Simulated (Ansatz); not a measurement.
Species: MnH, net charge 0, septet state. SMILES: [MnH]
Geometry from a B3LYP-D3(BJ)/def2-TZVP (Ansatz, an electronic-structure program) optimisation:
```
Mn
H 1 1.7521
```
Charge 0, spin multiplicity 7.

Wanted: vertical electron affinity to the sextet, in eV. Conventions: 6-31G* and kin with 6d, 5d where marked; non-relativistic; each state is the SCF solution reached for its charge and spin; LANL2DZ with its own core potentials from Na on; valence correlation only (noble-gas shells and the d and f shells of earlier blocks); open shells spin-unrestricted; spin-orbit terms left out. Ab initio and DFT rows: single points at B3LYP-D3(BJ) geometries (Ansatz). A UHF reference is markedly spin-contaminated in at least one set, which strains HF and MP2. The spin state of an ion or metal species was assumed, not searched.

```json
[
 {"level": "HF/6-31G*", "program": "Ansatz", "vertical electron affinity to the sextet (eV)": "-0.39"},
 {"level": "PBE/6-31G*", "program": "Ansatz", "vertical electron affinity to the sextet (eV)": "0.60"},
 {"level": "PBE/6-31G* with LANL2DZ past Ar", "program": "Ansatz", "vertical electron affinity to the sextet (eV)": "1.12"},
 {"level": "B3LYP/STO-3G", "program": "Ansatz", "vertical electron affinity to the sextet (eV)": "-2.80"},
 {"level": "B3LYP/3-21G", "program": "Ansatz", "vertical electron affinity to the sextet (eV)": "0.64"},
 {"level": "B3LYP/6-31G*", "program": "Ansatz", "vertical electron affinity to the sextet (eV)": "0.71"},
 {"level": "B3LYP/6-31G* with LANL2DZ past Ar", "program": "Ansatz", "vertical electron affinity to the sextet (eV)": "1.18"},
 {"level": "MP2/6-31G*", "program": "Ansatz", "vertical electron affinity to the sextet (eV)": "-0.13"},
 {"level": "MP2/6-31G* with LANL2DZ past Ar", "program": "Ansatz", "vertical electron affinity to the sextet (eV)": "0.00"},
 {"level": "PBE0/def2-TZVPD", "program": "Ansatz", "vertical electron affinity to the sextet (eV)": "0.59"}
]
```

No value to compare with is used here. The 9 habitual levels span -2.80 (B3LYP/STO-3G) to 1.18 eV (B3LYP/6-31G* with LANL2DZ past Ar); PBE0/def2-TZVPD gives 0.59.

The levels are drawn from those run, B3LYP/6-31G* more often than the rest, none by its result; left out are runs that failed, that the program found above a lower state of the same kind, or whose <S^2> lies over 0.5 above the pure value.
